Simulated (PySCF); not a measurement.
Radial density of Ta³⁸⁺ (tantalum, charge +38)

UHF, [Ar] 3d10 4s2 4p5, 2P determinant. Computed with PySCF 2.14 in an uncontracted even-tempered set (17 s from 3.7 bohr⁻², ratio 2.5; 12 p from 4.8 bohr⁻², ratio 2.5; 8 d from 8.6 bohr⁻², ratio 2.5; 4 f from 27 bohr⁻², ratio 2.7; 4 g from 40 bohr⁻², ratio 2.7), with no relativity, point nucleus.

```json
{"r (bohr)": "0.000437", "4πr²ρ (e/bohr)": "0.6268", "4πr²(ρα − ρβ)": "0.0000"}
{"r (bohr)": "0.000734", "4πr²ρ (e/bohr)": "1.698", "4πr²(ρα − ρβ)": "0.0000"}
{"r (bohr)": "0.00124", "4πr²ρ (e/bohr)": "4.465", "4πr²(ρα − ρβ)": "0.0001"}
{"r (bohr)": "0.00208", "4πr²ρ (e/bohr)": "11.17", "4πr²(ρα − ρβ)": "0.0002"}
{"r (bohr)": "0.00349", "4πr²ρ (e/bohr)": "25.71", "4πr²(ρα − ρβ)": "0.0009"}
{"r (bohr)": "0.00588", "4πr²ρ (e/bohr)": "51.47", "4πr²(ρα − ρβ)": "0.0050"}
{"r (bohr)": "0.00989", "4πr²ρ (e/bohr)": "82.05", "4πr²(ρα − ρβ)": "0.0276"}
{"r (bohr)": "0.0166", "4πr²ρ (e/bohr)": "93.54", "4πr²(ρα − ρβ)": "0.1292"}
{"r (bohr)": "0.0280", "4πr²ρ (e/bohr)": "85.57", "4πr²(ρα − ρβ)": "0.4182"}
{"r (bohr)": "0.0471", "4πr²ρ (e/bohr)": "114.5", "4πr²(ρα − ρβ)": "0.6098"}
{"r (bohr)": "0.0791", "4πr²ρ (e/bohr)": "117.6", "4πr²(ρα − ρβ)": "0.0242"}
{"r (bohr)": "0.133", "4πr²ρ (e/bohr)": "103.6", "4πr²(ρα − ρβ)": "1.0131"}
{"r (bohr)": "0.224", "4πr²ρ (e/bohr)": "83.35", "4πr²(ρα − ρβ)": "0.1473"}
{"r (bohr)": "0.377", "4πr²ρ (e/bohr)": "28.62", "4πr²(ρα − ρβ)": "2.9422"}
{"r (bohr)": "0.633", "4πr²ρ (e/bohr)": "6.969", "4πr²(ρα − ρβ)": "0.9951"}
{"r (bohr)": "1.07", "4πr²ρ (e/bohr)": "0.04271", "4πr²(ρα − ρβ)": "0.0052"}
```

A non-relativistic calculation at this Z misses sizeable relativistic shifts. Spin-orbit coupling, absent here, splits the open shell strongly.
